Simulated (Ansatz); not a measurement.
Job for Ansatz (a quantum-chemistry and plane-wave program): R-PBE/def2-TZVPP on CH4 (SMILES C).

Ansatz 0.2 input:
```yaml
crystal:
  periodic: [false, false, false]
  atoms:
    - {symbol: C, position_ang: [0.00000000, -0.00000000, 0.00000000]}
    - {symbol: H, position_ang: [0.62885949, 0.62885949, 0.62885949]}
    - {symbol: H, position_ang: [-0.62885949, -0.62885949, 0.62885949]}
    - {symbol: H, position_ang: [0.62885949, -0.62885949, -0.62885949]}
    - {symbol: H, position_ang: [-0.62885949, 0.62885949, -0.62885949]}
basis:
  gaussian:
    orbitals: def2-TZVPP
hamiltonian:
  xc: {name: PBE}
scf: {lower_state_search: off}
```

Program output:

```
WARN ansatz: RAYON_NUM_THREADS=1 ignored (pool sized by the plan → 1); use --threads N
Functional definition: PBE
these checks for a lower state are left out or cut short: stability, starts, cluster_reference, orbital_swaps, neighbouring_geometries, increment
integrals: 0.01 GiB planned
416 factors; their error is unknown
mean field: 0.15 GiB planned
mean field evaluation 1: about -1093.6146 eV, gradient 5.8e1 eV
mean field evaluation 2: about -1085.6790 eV, gradient 7.3e1 eV
mean field evaluation 4: about -1101.1014 eV, gradient 2.3e-1 eV
mean field evaluation 8: about -1101.0892 eV, gradient 2.3e-3 eV
mean field -1101.08919574 eV, -40.4642815984 hartree, gradient 3.5e-6 eV, S^2 0.000000; 0 other end points of the search recorded, 0 dependent functions left out
reference -1101.08922394 eV, -40.4642826346 hartree; 5, 5 occupied and 82, 82 virtual orbitals, 416 factors
Total energy: -1101.08922394 eV, -40.4642826346 hartree
Checks for a lower state left out: stability, starts, cluster_reference, orbital_swaps, neighbouring_geometries, increment
```

The calculation finished and met its thresholds.

Cost: about 0.19 core-seconds (a rough figure).
